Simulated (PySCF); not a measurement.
C₇H₅ClF₄.
SMILES with atom numbers: `[CH2:1]=[CH:2][C@:3]([F:4])([Cl:5])[C:6]#[C:7][CH2:8][C:9]([F:10])([F:11])[F:12]` (hydrogens: H13, H14 on C1; H15 on C2; H16, H17 on C8)

Cartesian coordinates in Å at the PBE0-D3(BJ)/def2-SVP level; atoms count from 1:
```xyz
17
C7H5ClF4 angstrom
C      3.2814    0.8535    0.1262
C      2.3443    0.0891   -0.4275
C      1.6511   -1.0117    0.3190
F      2.1332   -1.1200    1.5812
Cl     1.9983   -2.5774   -0.5300
C      0.2043   -0.8197    0.3532
C     -0.9856   -0.6046    0.3713
C     -2.4159   -0.3627    0.4126
C     -2.8582    0.8248   -0.4224
F     -4.1738    1.0039   -0.2877
F     -2.6025    0.6384   -1.7161
F     -2.2511    1.9474   -0.0427
H      3.7640    1.6481   -0.4469
H      3.5924    0.7041    1.1625
H      2.0122    0.2189   -1.4608
H     -2.7396   -0.1722    1.4481
H     -2.9715   -1.2434    0.0532
```

Computed at PBE0/pcSseg-1 (PySCF, non-relativistic), with Q(35Cl) = −0.0817 b: Cl5, 35Cl (I = 3/2): χzz = -77.23 MHz, η = 0.056.

Q: Where would the pure quadrupole (NQR) lines of 35Cl at Cl5 fall for the rigid, isolated species?

A: From ν = (|χ|/2)√(1 + η²/3): ν = 38.63 MHz (chlorine on a fluorinated carbon). For 37Cl the ratio of quadrupole moments, 0.7881, gives 30.45 MHz.

Q: Apply the simplest Townes–Dailey estimate (no s hybridisation, no π bonding), ionic character = 1 − χzz/χ0, where χ0 is the coupling for one missing p electron along the bond: −109.74 MHz for 35Cl.

A: Cl5 on C3: 1 − (-77.23)/(-109.74) = 0.30. In this model a purely covalent bond gives χ0 and a free halide ion gives zero; s hybridisation or π bonding, where present, is counted here as ionic character.

In a crystal, neighbours and librations shift these lines. The basis is small and wasn't made for field gradients, so the couplings can be 20 % off.

One conformer stands for the species.
